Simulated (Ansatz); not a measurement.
Species: sum formula AlOF, charge -1, multiplicity 2. 
Geometry from a B3LYP-D3(BJ)/def2-TZVP (Ansatz, a program for electronic structure) optimisation:
```xyz
3

Al     0.2609     0.2133     0.2368
O      1.1866    -0.4477    -0.9500
F     -1.4316     0.0899     0.5024
```
Charge -1, spin multiplicity 2.

Basis-set convergence of Hartree-Fock and CCSD correlation energies (hartree) with Ansatz. Valence correlation only, unless marked. UHF or UKS for open shells. Spin-orbit coupling is left out. No relativistic terms. This anion needs diffuse functions, which these sets lack.

```json
[
 {"basis": "cc-pV(D+d)Z", "functions": "51", "E(HF)": "-416.29706", "E(corr, CCSD)": "-0.44241"},
 {"basis": "cc-pV(T+d)Z", "functions": "99", "E(HF)": "-416.37771", "E(corr, CCSD)": "-0.57005"},
 {"basis": "cc-pV(Q+d)Z", "functions": "174", "E(HF)": "(withheld)", "E(corr, CCSD)": "(withheld)"}
]
```

Fill in the missing entries.


- cc-pV(Q+d)Z, E(HF): -416.40114
- cc-pV(Q+d)Z, E(corr, CCSD): -0.61570
